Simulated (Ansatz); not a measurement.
Cost and result for the atomization energy of `[CH3][Cd][OH]` (7 atoms, 6 bonds).

Charge 0, multiplicity 1. Correlated methods include outer-core shells of Cd, which these sets cover unevenly. Cd takes the def2 core potential. All single points use the PBE0-D4/def2-TZVP geometry. It is one conformer, not always the lowest. Program: Ansatz. All runs use 4 threads of an Arm Neoverse V2 on a shared host. Times are those of one run each, without the atoms' runs, and a repeat can differ threefold. Electronic energies, without spin–orbit coupling; frozen cores. CCSD(T)/CBS adds CCSD(T) − MP2 in def2-TZVPP to the MP2 limit, and its time is that of the two runs behind it. T1 = 0.014. With those shells the extrapolation isn't a true limit.

CCSD(T)/CBS is a level of theory with its own doubt, some kJ/mol a heavy atom from the limit and from the frozen cores, so smaller differences don't rank the functionals.

```json
{"level": "LDA (SPW92)/def2-TZVPP", "functions": "174", "wall time": "0.65 s", "atomization (kcal/mol)": "592.0", "difference from CCSD(T)/CBS": "77.2", "per bond": "12.9"}
{"level": "BLYP-D4/def2-TZVPP", "functions": "174", "wall time": "1.1 s", "atomization (kcal/mol)": "509.0", "difference from CCSD(T)/CBS": "-5.8", "per bond": "-1.0"}
{"level": "PBE-D4/def2-TZVPP (with forces)", "functions": "174", "wall time": "1.2 s", "atomization (kcal/mol)": "521.2", "difference from CCSD(T)/CBS": "6.4", "per bond": "1.1"}
{"level": "BHLYP-D4/def2-TZVPP", "functions": "174", "wall time": "1.2 s", "atomization (kcal/mol)": "491.0", "difference from CCSD(T)/CBS": "-23.8", "per bond": "-4.0"}
{"level": "PBE-QIDH/def2-TZVPP", "functions": "174", "wall time": "2.4 s", "atomization (kcal/mol)": "507.5", "difference from CCSD(T)/CBS": "-7.3", "per bond": "-1.2"}
{"level": "r2SCAN-D4/def2-TZVPP (with forces)", "functions": "174", "wall time": "2.5 s", "atomization (kcal/mol)": "515.8", "difference from CCSD(T)/CBS": "1.0", "per bond": "0.2"}
{"level": "B2PLYP/def2-TZVPP", "functions": "174", "wall time": "2.5 s", "atomization (kcal/mol)": "505.4", "difference from CCSD(T)/CBS": "-9.4", "per bond": "-1.6"}
{"level": "r2SCANh-D4/def2-TZVPP", "functions": "174", "wall time": "2.5 s", "atomization (kcal/mol)": "511.3", "difference from CCSD(T)/CBS": "-3.5", "per bond": "-0.6"}
{"level": "CCSD(T)/def2-SVP", "functions": "79", "wall time": "2.9 s", "atomization (kcal/mol)": "480.9", "difference from CCSD(T)/CBS": "-33.9", "per bond": "-5.6"}
{"level": "ωB97M-V/def2-TZVPP (with forces)", "functions": "174", "wall time": "5.5 s", "atomization (kcal/mol)": "515.5", "difference from CCSD(T)/CBS": "0.7", "per bond": "0.1"}
{"level": "MP2/def2-QZVPP", "functions": "322", "wall time": "6.5 s", "atomization (kcal/mol)": "517.6", "difference from CCSD(T)/CBS": "2.8", "per bond": "0.5"}
{"level": "CCSD(T)/def2-TZVPP", "functions": "174", "wall time": "56 s", "atomization (kcal/mol)": "499.7", "difference from CCSD(T)/CBS": "-15.1", "per bond": "-2.5"}
{"level": "CCSD(T)/CBS(def2)", "functions": "–", "wall time": "62 s", "atomization (kcal/mol)": "514.8", "difference from CCSD(T)/CBS": "0.0", "per bond": "0.0"}
```

At CCSD(T), def2-SVP lies −33.8 kcal/mol from the extrapolated value and def2-TZVPP −15.0 kcal/mol: correlation converges slowly with the basis, and small sets miss more of it in the bonded molecule than in its fragments. The D4 term adds +3.5 kcal/mol with B3LYP and +1.8 kcal/mol with PBE0; it sums over pairs of atoms, weighted by their polarisabilities, and B3LYP, whose exchange is more repulsive, gets the larger term. Leaving LDA and LC-ωPBE aside and taking each functional with its dispersion term where it has one, the values spread over 30.2 kcal/mol, from BHLYP-D4 to PBE-D4. LDA lies +73.0 kcal/mol from PBE without D4, its usual overbinding.

B3LYP here is the variant with VWN-RPA as its local correlation; programs differ in this.
